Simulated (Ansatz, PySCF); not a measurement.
Spin gap between two states, R1 and P1; the higher of the two is an excited state, each structure at its B3LYP-D3(BJ)/def2-TZVP stationary point, reached from a drawn start (curvature not checked).
R1, CH2 (SMILES [CH2]) (charge 0, multiplicity 3, Z-matrix in Å and degrees):
```
C
H 1 1.0783
H 1 1.0783 2 135.02
```
P1, CH2 (SMILES [CH2]) (charge 0, multiplicity 1):
```xyz
3

C      0.0000     0.0000    -0.4669
H      0.8620     0.0000     0.2334
H     -0.8620     0.0000     0.2334
```

P less R. No zero-point or thermal terms; singlets are restricted closed shells; open shells are unrestricted.

Correlated levels freeze the cores. CBS(a, b) extrapolates the correlation energy as X⁻³ and adds the Hartree–Fock energy of set b.

Run with Ansatz (Gaussian basis) for Hartree–Fock, density functionals and correlated methods; PySCF for M06-2X and the D3/D4 terms. No computed number here is a measurement.

```tsv
level	spin gap (kcal/mol)
BLYP-D3(BJ)/def2-TZVPP	10.44
revPBE/def2-TZVPP	15.82
r2SCAN/def2-TZVPP	22.14
r2SCAN-D4/def2-TZVPP	22.14
M06-2X/def2-TZVPP	13.53
wB97M-V/def2-TZVPP	9.46
B2PLYP-D4/def2-TZVPP	12.22
CCSD/cc-pVQZ	10.60
CCSD(T)/CBS(cc-pVTZ, cc-pVQZ)	?
```

**Question.** Complete the blanks.

**Answer.** 
- CCSD(T)/CBS(cc-pVTZ, cc-pVQZ), spin gap (kcal/mol): 9.32

Ansatz is a program for electronic structure.
